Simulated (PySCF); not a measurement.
Start geometry of `C=C/C=C\BF` from a GFN2-xTB structure with every atom displaced at random (by about 0.01 Å) (Å):
```
atom  x, y, z in Å
C1     2.225    0.215   -0.741
C2     0.945   -0.118   -0.473
C3     0.078    0.650    0.394
C4    -1.144    0.355    0.720
B5    -2.022   -0.857    0.238
F6    -3.266   -0.933    0.694
H7     2.842   -0.342   -1.398
H8     2.662    1.133   -0.325
H9     0.525   -1.000   -0.887
H10    0.556    1.540    0.831
H11   -1.682    1.041    1.407
H12   -1.679   -1.712   -0.469
```

Q: What comes out of this run: PySCF 2.14.0, PBE0-D3(BJ)/def2-SVP geometry optimisation, gas phase?

A: 
```
atom  x, y, z in Å
C1     2.1382    0.2809   -0.9085
C2     0.9107   -0.1121   -0.5355
C3     0.1066    0.6403    0.4098
C4    -1.1443    0.3362    0.8375
B5    -1.9736   -0.8844    0.3936
F6    -3.2071   -1.0262    0.8698
H7     2.7327   -0.2941   -1.6224
H8     2.5874    1.1947   -0.5060
H9     0.4829   -1.0272   -0.9550
H10    0.5896    1.5487    0.7957
H11   -1.6013    1.0284    1.5553
H12   -1.5912   -1.7434   -0.3701
```

The energy falls by 4.8 kcal/mol over 10 energy and gradient evaluations, the largest force component goes from 0.0833 to 4.0e-04 Eh/bohr, and the atoms move by 0.042 Å rms after alignment. The bond that changes most is C3=C4 (both ends alkene CH carbon), which lengthens by 0.058 Å. Bonds longer at the end by more than 0.005 Å: 4 of 11; shorter: 3. Among the angles that change most is B5–C4–H11, from 113.3° to 117.7°. Rotational constants go from 15419, 1425, 1305 to 14877, 1426, 1301 MHz. The orientation of the end geometry is arbitrary; only internal coordinates are fixed.

The run used 114 basis functions and 67 SCF cycles in all. Time: 45 s wall; peak memory 0.46 GiB. Hardware: Arm Neoverse V1, one thread, on a shared host.

Whether it is a minimum is left open (no frequencies). One conformer, not necessarily the lowest.
